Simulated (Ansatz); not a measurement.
CH6SSi2 (`[SiH3]C1[SiH2]S1`), relaxed with RKS PBE-D4/def2-SVP in Ansatz from a rough embedded geometry. The force threshold is 0.03 eV/Å; the program also tests the step.

Charge 0, multiplicity 1.

Start:

```xyz
10

Si   -0.386   -0.210   -1.368
C    -0.217   -0.633    0.390
Si    0.379    0.741    1.348
S     1.355   -1.143    0.932
H    -0.682   -1.440   -2.224
H    -1.621    0.693   -1.559
H     0.752    0.535   -1.968
H    -1.044   -1.117    0.787
H     0.139    0.804    2.854
H     1.324    1.770    0.806
```

```csv
step,energy (eV),largest force (eV/Å),largest move (Å)
1,-27700.8762,2.563,0.000
2,-27701.4969,1.148,0.197
3,-27701.6563,0.388,0.125
4,-27701.6638,0.331,0.132
5 (rejected),-27701.6618,0.271,0.125
6,-27701.6831,0.090,0.061
7,-27701.6843,0.059,0.044
8,-27701.6848,0.018,0.013
```

End:

```xyz
10

Si   -0.476   -0.198   -1.472
C    -0.323   -0.503    0.382
Si    0.665    0.638    1.482
S     1.337   -1.286    0.895
H    -0.477   -1.495   -2.234
H    -1.760    0.535   -1.765
H     0.688    0.640   -1.926
H    -1.185   -1.009    0.860
H     0.220    0.834    2.897
H     1.310    1.846    0.880
```

Hardware: 2 threads of an Arm Neoverse V1 on a shared host. Wall time 18 s, peak host memory 0.14 GiB.
